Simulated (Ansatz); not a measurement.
The same path of Cl2H2OZn (6 atoms, charge 0, multiplicity 1) was run twice with different band settings. Lost on the way: O4–H6. Made: Cl2–H6.

Theory: RHF/def2-SVP (Ansatz 0.2.0).

Relaxed end points:

```xyz
6
Properties=species:S:1:pos:R:3
Zn 0.066 0.016 0.257
Cl 0.946 0.152 2.237
Cl 0.083 -0.018 -1.914
O -1.989 -0.220 0.705
H -2.684 -0.312 0.066
H -2.351 -0.248 1.580
```

```xyz
6
Properties=species:S:1:pos:R:3
Zn -0.636 -0.078 -0.391
Cl 0.162 0.061 2.294
Cl 0.832 0.070 -1.942
O -2.148 -0.240 0.598
H -3.024 -0.349 0.265
H -1.116 -0.093 2.108
```

Common settings: spring 5.0 eV/Å²; optimiser quadratic models (default); start path through a guess of the saddle point; force threshold 0.03 eV/Å; iteration limit 60; end points relaxed.

| run | movable images | climbing image |
| --- | --- | --- |
| 1 | 7 | yes |
| 2 | 8 | no |

(1) What does each run give, and how far can it be trusted?

Answers

(1) Run 1: converged after 19 iterations, highest image 1.721 eV above the first end. A vibrational analysis at the climbing image gives one clearly imaginary mode, 471i cm⁻¹: a first-order saddle point.
Run 2: converged after 15 iterations, highest image 1.708 eV above the first end. No image climbed, so the highest image needn't sit at the top of the path.
The orbitals stay closed-shell, which can raise the energy where a bond breaks towards radicals; this wasn't checked here.
